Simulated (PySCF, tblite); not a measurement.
Compound: C7H15PSi.
Atom-mapped SMILES: `[CH3:1][CH2:2][C:3]#[C:4][Si@H:5]([PH2:6])[CH:7]([CH3:8])[CH3:9]` (hydrogens: H10, H11, H12 on C1; H13, H14 on C2; H15 on Si5; H16, H17 on P6; H18 on C7; H19, H20, H21 on C8; H22, H23, H24 on C9)

Geometry (GFN2-xTB, Å), atoms numbered from 1 in this order:
```
atom  x, y, z in Å
C1     3.632    1.195   -0.805
C2     3.473   -0.298   -0.514
C3     2.082   -0.649   -0.313
C4     0.923   -0.926   -0.128
Si5   -0.881   -1.296    0.049
P6    -1.986   -1.161   -1.913
C7    -1.678    0.000    1.216
C8    -3.136   -0.356    1.483
C9    -1.578    1.400    0.621
H10    3.261    1.786    0.029
H11    3.074    1.471   -1.697
H12    4.681    1.436   -0.962
H13    3.865   -0.886   -1.350
H14    4.038   -0.565    0.384
H15   -1.035   -2.662    0.577
H16   -1.154   -0.199   -2.458
H17   -1.272   -2.187   -2.506
H18   -1.138   -0.007    2.168
H19   -3.216   -1.321    1.981
H20   -3.608    0.394    2.116
H21   -3.690   -0.406    0.545
H22   -0.538    1.681    0.460
H23   -2.035    2.136    1.282
H24   -2.097    1.438   -0.338
```

Theory: PBE0/pcSseg-1 in PySCF (dipole) on a GFN2-xTB geometry, gas phase.

Take the most abundant isotopes and a rigid rotor. The values belong to one conformer with, in the numbering `[CH3:1][CH2:2][C:3]#[C:4][Si@H:5]([PH2:6])[CH:7]([CH3:8])[CH3:9]`, C4–Si5–P6–H -30° and 63°, C4–Si5–C7–C8 -175°.

Question: What are A, B and C (MHz)?

Answer: Ia = 328.24, Ib = 923.95, Ic = 1059.96 u·Å²; 505379 MHz·u·Å²/I gives A = 1540, B = 547.0, C = 476.8 MHz.

Question: Classify the top.

Answer: An asymmetric top; Ray's κ = -0.868.

Question: What does the inertial defect say?

Answer: Not planar: Δ = Ic − Ia − Ib = -192.23 u·Å². For a rigid frame Δ = −2 Σ m c², so Σ m c² = 96.12 u·Å² lies off the ab plane: 24.84 from hydrogen and 71.27 from heavier atoms. The atom farthest from that plane is 2.15 Å away.

Question: Give the other two planar moments, Paa and Pbb, and the rms extents of the mass along the axes.

Answer: Paa = Σ m a² = (Ib + Ic − Ia)/2 = 827.83 and Pbb = Σ m b² = (Ia + Ic − Ib)/2 = 232.13 u·Å². With the mass M = 158.07 u, the rms extents √(P/M) along a, b and c are 2.29, 1.21, 0.78 Å.

Question: List the rotational levels J(Ka,Kc) to J = 5 (cm⁻¹).

Answer: Above 0(0,0):
J = 1: 1(0,1) 0.0341, 1(1,1) 0.0673, 1(1,0) 0.0696
J = 2: 2(0,2) 0.1023, 2(1,2) 0.1332, 2(1,1) 0.1402, 2(2,1) 0.2396, 2(2,0) 0.2397
J = 3: 3(0,3) 0.2043, 3(1,3) 0.2321, 3(1,2) 0.2461, 3(2,2) 0.3420, 3(2,1) 0.3426, 3(3,1) 0.5135, 3(3,0) 0.5135
J = 4: 4(0,4) 0.3397, 4(1,4) 0.3638, 4(1,3) 0.3872, 4(2,3) 0.4785, 4(2,2) 0.4803, 4(3,2) 0.6503, 4(3,1) 0.6504, 4(4,1) 0.8901, 4(4,0) 0.8901
J = 5: 5(0,5) 0.5082, 5(1,5) 0.5282, 5(1,4) 0.5632, 5(2,4) 0.6490, 5(2,3) 0.6531, 5(3,3) 0.8215, 5(3,2) 0.8216, 5(4,2) 1.0611, 5(4,1) 1.0611, 5(5,1) 1.3694, 5(5,0) 1.3694
The levels of one J sum to (2J + 1)J(J + 1)(A + B + C)/3.

Question: Which lines would a microwave search look for?

Answer: The dipole components are |μa| = 2.12 D, |μb| = 0.74 D, |μc| = 0.14 D. The squared components, which scale the intensities, stand as 1.00 : 0.12 : 0.00 (a : b : c). Some lines, for components of 0.1 D or more:

```tsv
type	branch	J(Ka,Kc)	MHz	lower level (cm⁻¹)
a	Q	3(1,2) ← 3(1,3)	421	0.232
c	Q	4(1,4) ← 4(0,4)	721	0.340
c	Q	1(1,1) ← 1(0,1)	993	0.034
b	R	4(1,3) ← 3(2,2)	1353	0.342
b	Q	4(1,3) ← 4(0,4)	1422	0.340
a	R	2(1,1) ← 1(1,0)	2118	0.070
b	Q	4(2,2) ← 4(1,3)	2793	0.387
a	R	4(1,4) ← 3(1,3)	3948	0.232
a	R	4(3,2) ← 3(3,1)	4102	0.514
b	Q	4(3,1) ← 4(2,2)	5098	0.480
b	Q	3(3,1) ← 3(2,2)	5141	0.342
c	R	2(2,1) ← 1(1,1)	5166	0.067
c	Q	4(4,1) ← 4(3,1)	7187	0.650
b	R	3(3,1) ← 2(2,0)	8209	0.240
c	R	3(3,1) ← 2(2,1)	8212	0.240
c	R	4(3,1) ← 3(2,1)	9226	0.343
b	R	4(3,1) ← 3(2,2)	9244	0.342
```

Question: Estimate the classical rotational partition function at 100 K, 200 K and 500 K.

Answer: Point group C1, symmetry number σ = 1; q = (√π/σ)·√((kT/h)³/(ABC)), k/h = 20836.6 MHz/K: 266000 at 100 K, 752000 at 200 K, 2970000 at 500 K.

Its lowest GFN2-xTB frequency is 10i cm⁻¹, too small to tell a flat minimum from a shallow saddle. These are rigid-rotor constants of the computed structure; measured ground-state constants (B0) also hold zero-point vibration. A rigid rotor knows nothing of internal rotation, which can split or shift real lines.

Hardware: Intel Xeon at 2.50 GHz, one thread, on a shared host. Cost: 2.6 min wall, 1.1 GiB resident at most. This is the PBE0/pcSseg-1 job that gave the dipole, with the shieldings it also computed.
